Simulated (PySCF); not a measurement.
Excitations are Tamm–Dancoff values on a coarser integration grid. The basis has no diffuse functions, so Rydberg states are missing or too high.

# C$_{3}$H$_{9}$NSi, SMILES `CN([SiH]=C)C` (C–Si–N–C torsion 0°) (charge 0, multiplicity 1)

These are PySCF with ωB97X-D3(BJ)/def2-TZVP // PBE0-D3(BJ)/def2-TZVP values and carry that method's errors.

```
Item                                                              Result
-------------------------------------------  ---------------------------
HOMO                                                            -7.81 eV
dipole moment                                                  0.578 e·Å
LUMO                                                             1.97 eV
HOMO–LUMO gap                                                    9.78 eV
S1 excitation (TDA)                                              5.51 eV
S1 oscillator strength                                             0.338
brightest of the four lowest singlets (TDA)                      5.51 eV
T1 excitation (TDA)                                              3.45 eV
S1–T1 gap (TDA)                                                  2.06 eV
total energy                                                -12629.58 eV
cost                                         very roughly 4 core-minutes
```

```xyz
14

C      2.5175    -0.5815    -0.0100
Si     0.8995    -0.9190    -0.3874
N     -0.4551     0.0353    -0.0345
C     -0.3389     1.2947     0.6608
C     -1.8030    -0.3252    -0.3958
H      2.8769     0.2976     0.5084
H      3.2732    -1.2998    -0.3064
H      0.4613    -2.1374    -1.0995
H      0.7036     1.5020     0.9047
H     -0.9110     1.2820     1.5967
H     -0.7149     2.1213     0.0452
H     -2.4419    -0.4111     0.4923
H     -1.8169    -1.2848    -0.9150
H     -2.2502     0.4258    -1.0594
```
Charge 0, spin multiplicity 1.
